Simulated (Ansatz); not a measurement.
Molecule: diethylaminoboronic acid, C$_{4}$H$_{12}$BNO$_{2}$, charge 0, multiplicity 1. 
Coordinates optimised at B3LYP-D3(BJ)/def2-TZVP (Ansatz, a first-principles code):
```xyz
20

C      2.0386     1.5585     0.2462
C      1.0227     1.1086    -0.8005
N      0.1747     0.0007    -0.3480
C      0.8070    -1.2920    -0.5789
C      0.1212    -2.5251    -0.0092
B     -1.0679     0.3117     0.2648
O     -2.0165    -0.5761     0.7391
O     -1.3858     1.6494     0.4130
H      2.6752     2.3524    -0.1512
H      2.6867     0.7370     0.5582
H      1.5233     1.9420     1.1274
H      1.5401     0.7926    -1.7125
H      0.3860     1.9485    -1.0701
H      1.8217    -1.2597    -0.1655
H      0.9303    -1.4355    -1.6608
H      0.7456    -3.3979    -0.2055
H     -0.0099    -2.4570     1.0724
H     -0.8426    -2.7199    -0.4867
H     -1.8062    -1.5035     0.6276
H     -2.2528     1.7500     0.8166
```

Wanted: atomisation energy (electronic, to ground-state atoms), in kcal/mol. Valence correlation only, unless marked. Open shells are spin-unrestricted. No spin-orbit coupling. No relativistic terms. The coupled-cluster limit lacks core correlation, which all-electron functionals hold. CBS marks a two-point X^-3 extrapolation of the correlation energy; Hartree-Fock from the larger set. [CCSD(T)-MP2]/basis is that difference in the basis named.

| level | program | atomisation energy (kcal/mol) | minus last row |
|---|---|---|---|
| SVWN5/def2-TZVPD | Ansatz | 2237.6 | 284.2 |
| revPBE/def2-TZVPD | Ansatz | 1909.6 | -43.8 |
| PBE0/6-31G* | Ansatz | 1949.4 | -4.0 |
| r2SCANh/def2-TZVPD | Ansatz | 1940.0 | -13.4 |
| r2SCAN0-D4/def2-TZVPD | Ansatz + dftd4 | 1927.6 | -25.8 |
| RI-MP2/CBS(cc-pVTZ,cc-pVQZ) | Ansatz | 1985.7 | 32.3 |
| SCS-MP2/STO-3G | Ansatz | 1894.0 | -59.4 |
| SCS-MP2/cc-pVTZ | Ansatz | 1927.5 | -25.9 |
| CCSD(T)/6-31G* | Ansatz | 1780.3 | -173.1 |
| RI-MP2/CBS(cc-pVTZ,cc-pVQZ)+[CCSD(T)-MP2]/cc-pVTZ | Ansatz | 1953.4 | 0.0 |
